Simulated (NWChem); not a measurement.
System: GeHClF₂; SMILES [F][GeH]([F])[Cl]

Input file for NWChem:

```
start job
memory heap 200 mb stack 900 mb global 1100 mb
geometry units angstroms noautoz
  Ge     0.273923     0.371297     0.000000
  F     -0.506625     1.063952    -1.365682
  F     -0.506625     1.063952     1.365682
  Cl    -0.127279    -1.710954     0.000000
  H      1.755115     0.718128     0.000000
end
basis spherical
  * library def2-svpd
end
dft
  xc pbe0
  iterations 150
end
tddft
  cis
  nroots 6
  notriplet
end
task tddft energy
```

Excerpt of the output:

```
             Northwest Computational Chemistry Package (NWChem) 7.3.0
             --------------------------------------------------------

 CS  symmetry detected

                             Geometry "geometry" -> ""
                             -------------------------

 Output coordinates in angstroms (scale by  1.889725989 to convert to a.u.)

  No.       Tag          Charge          X              Y              Z
 ---- ---------------- ---------- -------------- -------------- --------------
    1 Ge                  32.0000     0.29467065    -0.32368076     0.00000000
    2 F                    9.0000    -0.46540597    -1.03873996    -1.36568200
    3 F                    9.0000    -0.46540597    -1.03873996     1.36568200
    4 Cl                  17.0000    -0.16691028     1.74602341     0.00000000
    5 H                    1.0000     1.78532160    -0.62729436     0.00000000

 Effective nuclear repulsion energy (a.u.)     398.3891542132

      Symmetry information
      --------------------

 Group name             Cs
 Group number              2
 Group order               2
 No. of unique centers     4

                                 NWChem DFT Module
                                 -----------------

 Summary of "ao basis" -> "ao basis" (spherical)
 ------------------------------------------------------------------------------
       Tag                 Description            Shells   Functions and Types
 ---------------- ------------------------------  ------  ---------------------
 Ge                        def2-svpd                14       38   6s4p4d
 F                         def2-svpd                 9       23   4s3p2d
 Cl                        def2-svpd                11       27   5s4p2d
 H                         def2-svpd                 4        8   2s2p

      Symmetry analysis of basis
      --------------------------

        a'         74
        a"         45

            General Information
            -------------------
          SCF calculation type: DFT
          Wavefunction type:  closed shell.
          No. of atoms     :     5
          No. of electrons :    68
           Alpha electrons :    34
            Beta electrons :    34
          Charge           :     0
          Spin multiplicity:     1
          Use of symmetry is: off; symmetry adaption is: on
          Maximum number of iterations: 150
          AO basis - number of functions:   119
                     number of shells:    47
          Convergence on energy requested:  1.00D-06
          Convergence on density requested:  1.00D-05
          Convergence on gradient requested:  5.00D-04

              XC Information
              --------------
                         PBE0 Method XC Functional
                     Hartree-Fock (Exact) Exchange  0.250
          PerdewBurkeErnzerhof Exchange Functional  0.750
            Perdew 1991 LDA Correlation Functional  1.000 local
           PerdewBurkeErnz. Correlation Functional  1.000 non-local

             Grid Information
             ----------------
          Grid used for XC integration:  medium
          Radial quadrature: Mura-Knowles
          Angular quadrature: Lebedev.
          Tag              B.-S. Rad. Rad. Pts. Rad. Cut. Ang. Pts.
          ---              ---------- --------- --------- ---------
          Ge                  1.25      112          11.0       590
          F                   0.50       49          12.0       434
          Cl                  1.00       88          11.0       590
          H                   0.35       45          11.0       434
          Grid pruning is: on
          Number of quadrature shells:   343
          Spatial weights used:  Erf1

      Superposition of Atomic Density Guess
      -------------------------------------

 Sum of atomic energies:       -2733.46698867

      Non-variational initial energy
      ------------------------------

 Total energy =   -2733.998949
 1-e energy   =   -4602.971927
 2-e energy   =    1470.583824
 HOMO         =      -0.435738
 LUMO         =       0.011823

      Symmetry analysis of molecular orbitals - initial
      -------------------------------------------------

  Numbering of irreducible representations:

     1 a'          2 a"

  Orbital symmetries:

     1 a'          2 a'          3 a'          4 a'          5 a'
     6 a"          7 a'          8 a"          9 a'         10 a'
    11 a'         12 a"         13 a'         14 a'         15 a"
    16 a'         17 a'         18 a"         19 a'         20 a'
    21 a"         22 a'         23 a"         24 a'         25 a'
    26 a"         27 a'         28 a'         29 a"         30 a"
    31 a'         32 a'         33 a"         34 a'         35 a'
    36 a"         37 a'         38 a'         39 a'         40 a'
    41 a"         42 a"         43 a'         44 a'

   convergence    iter        energy       DeltaE   RMS-Dens  Diis-err
 ---------------- ----- ----------------- --------- --------- ---------
 d= 0,ls=0.0,diis     1  -2736.3426245124 -3.13D+03  1.75D-02  1.01D+00

 !! scf_movecs_sym_adapt:    2 vectors were symmetry contaminated

  Symmetry fudging
 d= 0,ls=0.0,diis     2  -2736.2252251394  1.17D-01  8.12D-03  2.65D+00
 d= 0,ls=0.0,diis     3  -2736.4597091148 -2.34D-01  1.26D-03  2.18D-02

 !! scf_movecs_sym_adapt:    2 vectors were symmetry contaminated

  Symmetry fudging
 d= 0,ls=0.0,diis     4  -2736.4611029588 -1.39D-03  6.03D-04  4.08D-03
 d= 0,ls=0.0,diis     5  -2736.4616365912 -5.34D-04  1.34D-04  4.13D-04
  Resetting Diis
 d= 0,ls=0.0,diis     6  -2736.4616796767 -4.31D-05  2.15D-05  9.56D-06
 d= 0,ls=0.0,diis     7  -2736.4616802323 -5.56D-07  5.32D-06  2.23D-07

         Total DFT energy =    -2736.461680232291
      One electron energy =    -4601.461094368412
           Coulomb energy =     1594.663004001050
    Exchange-Corr. energy =     -128.052744078086
 Nuclear repulsion energy =      398.389154213157

 Numeric. integr. density =       67.999994089353

                  Occupations of the irreducible representations
                  ----------------------------------------------

                     irrep           alpha         beta
                     --------     --------     --------
                     a'               23.0         23.0
                     a"               11.0         11.0

                       DFT Final Molecular Orbital Analysis
                       ------------------------------------

 Vector   32  Occ=2.000000D+00  E=-4.089756D-01  Symmetry=a'
              MO Center=  2.5D-01,  7.2D-02, -3.2D-17, r^2= 3.7D+00
   Bfn.  Coefficient  Atom+Function         Bfn.  Coefficient  Atom+Function
  ----- ------------  ---------------      ----- ------------  ---------------
    97      0.357397  4 Cl py                94      0.280583  4 Cl py
   112      0.272713  5 H  s                 43      0.233303  2 F  px
    66      0.233303  3 F  px                 5      0.212459  1 Ge s
    44     -0.173430  2 F  py                67     -0.173430  3 F  py
    13      0.170078  1 Ge px                91      0.163330  4 Cl py

[...]

                                NWChem TDDFT Module
                                -------------------

            General Information
            -------------------
           No. of orbitals :     238
            Alpha orbitals :     119
             Beta orbitals :     119
        Alpha frozen cores :       0
         Beta frozen cores :       0
     Alpha frozen virtuals :       0
      Beta frozen virtuals :       0
         Spin multiplicity :       1
    Number of AO functions :     119
        Use of symmetry is : off
      Symmetry adaption is : on
         Schwarz screening :  0.10D-07

              XC Information
              --------------
                  PBE0 Method XC Functional
              Hartree-Fock (Exact) Exchange   0.25
   PerdewBurkeErnzerhof Exchange Functional   0.75
     Perdew 1991 LDA Correlation Functional   1.00 local
    PerdewBurkeErnz. Correlation Functional   1.00 non-local

             TDDFT Information
             -----------------
          Calculation type : Tamm-Dancoff TDDFT
         Wavefunction type : Restricted singlets
          No. of electrons :      68
           Alpha electrons :      34
            Beta electrons :      34
              No. of roots :       6
          Max subspacesize :    5200
            Max iterations :     100
               Target root :       1
           Target symmetry : none
      Symmetry restriction : off
                 Algorithm : Optimal
        Davidson threshold :  0.10D-03

    6 smallest eigenvalue differences (eV)
--------------------------------------------------------
  No. Spin  Occ  Vir  Irrep   E(Occ)    E(Vir)   E(Diff)
--------------------------------------------------------
    1    1   34   35 a'       -0.372    -0.042     8.989
    2    1   33   35 a"       -0.375    -0.042     9.063
    3    1   34   36 a"       -0.372    -0.007     9.933
    4    1   32   35 a'       -0.409    -0.042     9.997
    5    1   33   36 a'       -0.375    -0.007    10.007
    6    1   34   37 a'       -0.372     0.002    10.165
--------------------------------------------------------

  Entering Davidson iterations
  Restricted singlet excited states

  Iter   NTrls   NConv    DeltaV     DeltaE      Time
  ----  ------  ------  ---------  ---------  ---------
    1      6       0     0.14E+00   0.10+100       21.1
    2     12       0     0.25E-01   0.43E-01       21.3
    3     18       0     0.13E-01   0.22E-02       21.7
    4     24       0     0.64E-02   0.37E-03       24.0
    5     30       0     0.85E-01   0.44E-02       23.0
    6     36       2     0.14E-01   0.10E-01       28.5
    7     40       5     0.13E-01   0.13E-02       26.4
    8     41       5     0.46E-02   0.43E-03       21.1
    9     42       5     0.16E-02   0.37E-04       20.7
   10     43       5     0.63E-03   0.49E-05       19.0
   11     44       5     0.18E-03   0.66E-06       19.4
   12     45       6     0.86E-04   0.45E-07       21.7
  ----  ------  ------  ---------  ---------  ---------
  Convergence criterion met

  Ground state a'      -2736.461680232291 a.u.

  ----------------------------------------------------------------------------
  Root   1 singlet a'             0.275007712 a.u.                7.4833 eV
  ----------------------------------------------------------------------------
     Transition Moments    X  0.41284   Y -0.01815   Z -0.00000
     Dipole Oscillator Strength                    0.0313086705
     Electric Quadrupole                           0.0000000286
     Magnetic Dipole                               0.0000000731
     Total Oscillator Strength                     0.0313087722

     Occ.   30  a'  ---  Virt.   35  a'      -0.05831
     Occ.   32  a'  ---  Virt.   35  a'      -0.12313
     Occ.   34  a'  ---  Virt.   35  a'      -0.97949
     Occ.   34  a'  ---  Virt.   37  a'       0.07818
     Occ.   34  a'  ---  Virt.   39  a'      -0.05617
  ----------------------------------------------------------------------------
  Root   2 singlet a"             0.275161288 a.u.                7.4875 eV
  ----------------------------------------------------------------------------
     Transition Moments    X  0.00000   Y -0.00000   Z  0.27590
     Dipole Oscillator Strength                    0.0139634113
     Electric Quadrupole                           0.0000000406
     Magnetic Dipole                               0.0000001297
     Total Oscillator Strength                     0.0139635816

     Occ.   33  a"  ---  Virt.   35  a'      -0.99002
     Occ.   33  a"  ---  Virt.   37  a'       0.05551
     Occ.   34  a'  ---  Virt.   36  a"      -0.05247
  ----------------------------------------------------------------------------
  Root   3 singlet a"             0.311751566 a.u.                8.4832 eV
  ----------------------------------------------------------------------------
     Transition Moments    X -0.00000   Y -0.00000   Z -0.13455
     Dipole Oscillator Strength                    0.0037625488
     Electric Quadrupole                           0.0000001031
     Magnetic Dipole                               0.0000011326
     Total Oscillator Strength                     0.0037637845

     Occ.   34  a'  ---  Virt.   36  a"      -0.99247
     Occ.   34  a'  ---  Virt.   46  a"      -0.07117
  ----------------------------------------------------------------------------
  Root   4 singlet a'             0.317166993 a.u.                8.6306 eV
  ----------------------------------------------------------------------------
     Transition Moments    X  0.23604   Y -0.23350   Z  0.00000
     Dipole Oscillator Strength                    0.0233081561
     Electric Quadrupole                           0.0000002523
     Magnetic Dipole                               0.0000000700
     Total Oscillator Strength                     0.0233084784

     Occ.   27  a'  ---  Virt.   35  a'      -0.06280
     Occ.   30  a'  ---  Virt.   35  a'      -0.08811
     Occ.   32  a'  ---  Virt.   35  a'       0.52365
     Occ.   33  a"  ---  Virt.   36  a"       0.82979
     Occ.   34  a'  ---  Virt.   35  a'      -0.07676
     Occ.   34  a'  ---  Virt.   37  a'       0.08655
  ----------------------------------------------------------------------------
  Root   5 singlet a'             0.322241229 a.u.                8.7686 eV
  ----------------------------------------------------------------------------
     Transition Moments    X  0.31098   Y -0.26110   Z -0.00000
     Dipole Oscillator Strength                    0.0354209305
     Electric Quadrupole                           0.0000004514
     Magnetic Dipole                               0.0000010132
     Total Oscillator Strength                     0.0354223950

     Occ.   28  a'  ---  Virt.   35  a'      -0.05864
     Occ.   32  a'  ---  Virt.   35  a'       0.53646
     Occ.   32  a'  ---  Virt.   37  a'       0.06595
     Occ.   33  a"  ---  Virt.   36  a"      -0.27912
     Occ.   34  a'  ---  Virt.   35  a'      -0.11574
     Occ.   34  a'  ---  Virt.   37  a'      -0.75811
     Occ.   34  a'  ---  Virt.   38  a'       0.10552
     Occ.   34  a'  ---  Virt.   39  a'      -0.07473
     Occ.   34  a'  ---  Virt.   42  a'       0.07244
  ----------------------------------------------------------------------------
  Root   6 singlet a"             0.327853883 a.u.                8.9214 eV
  ----------------------------------------------------------------------------
     Transition Moments    X  0.00000   Y  0.00000   Z -0.08399
     Dipole Oscillator Strength                    0.0015418862
     Electric Quadrupole                           0.0000000983
     Magnetic Dipole                               0.0000000265
     Total Oscillator Strength                     0.0015420110

     Occ.   29  a"  ---  Virt.   35  a'      -0.06258
     Occ.   31  a"  ---  Virt.   35  a'      -0.07343
     Occ.   33  a"  ---  Virt.   35  a'      -0.05447
     Occ.   33  a"  ---  Virt.   37  a'      -0.97869
     Occ.   33  a"  ---  Virt.   38  a'       0.08793
     Occ.   33  a"  ---  Virt.   39  a'      -0.07765
     Occ.   33  a"  ---  Virt.   42  a'       0.07580
     Occ.   33  a"  ---  Virt.   43  a'       0.06212

              Target root =      1
          Target symmetry = none
      Ground state energy =  -2736.461680232291
        Excitation energy =      0.275007711918
     Excited state energy =  -2736.186672520373

  stored tddft:energy   -2736.1866725203727
```

Level: PBE0/def2-SVPD, TDA. Coordinates come from a PBE0/def2-SVP optimisation.
